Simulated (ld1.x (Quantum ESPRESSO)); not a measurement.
**neon (Ne), ultrasoft: configuration errors across variants**

ld1.x (Quantum ESPRESSO) 7.5 input, shortened:

```
&input
   title='Ne', zed=10., rel=0, dft='PBE', iswitch=3,
   config='[He] 2s2 2p5'
 /
 &inputp
   pseudotype=3, tm=.true., lloc=-1, rcloc=0.55,
   nlcc=.true., new_core_ps=.true., rcore=0.30,
   which_augfun='PSQ', rmatch_augfun_nc=.true.
 /
4
2S  1  0   2.00   0.00  0.45  0.50  0.0
2S  1  0   0.00   0.45  0.45  0.50  0.0
2P  2  1   5.00   0.00  0.80  1.00  0.0
2P  2  1   0.00  -2.05  0.80  1.00  0.0
 &test
   configts(1)='2s2 2p5'
 /
```

All-electron excitation energies from the reference (eV): (1) 2s2 2p6 -22.491; (2) 2s2 2p4 43.282; (3) 2s2 2p3 110.719; (4) 2s1 2p6 23.258; (5) 2s2 2p5.5 -13.615.

Tests that are not counted but printed errors over 1 eV. “base”: 2s2 2p2 (solver errors, printed error -397 eV).

2 further variants failed, have other tests or too few solved ones, and are left out.

A true bound ghost makes a file unfit for plane-wave use even where its test errors are small: the radial tests pick states by their node count and pass the ghost by.

Errors AE − PS in meV (a dash: test not solved or not reliable):

| change | (1) | (2) | (3) | (4) | (5) | bound ghosts |
| --- | --- | --- | --- | --- | --- | --- |
| base | +19 | +47 | +233 | +26 | +6.4 | none |
| local potential all-electron potential smoothed inside 0.92 bohr (lloc = -1) | +16 | +38 | +179 | +24 | +5.1 | none |
| augmentation built from norm-conserving waves at rcut, not smoothed further | +2.8 | +9.3 | +63 | +23 | +1.0 | none |
| waves 2s (bound): rcut 0.45, rcutus 0.56 bohr; 2s channel at 0.45 Ry: rcut 0.45, rcutus 0.56 bohr | +19 | +47 | +230 | +25 | +6.4 | none |
| wave 2s channel at 0.45 Ry: rcut 0.45, rcutus 0.50 bohr becomes 2s channel at -3.11 Ry: rcut 0.45, rcutus 0.50 bohr | +19 | +47 | +230 | +26 | +6.4 | s |

Give the same row for: type TM semilocal; waves now 2p (bound): rc 1.00 bohr; 2s (bound): rc 0.50 bohr; local potential the s channel.

-6.9, +6.9, +101, +26, -1.4; bound ghosts: none.
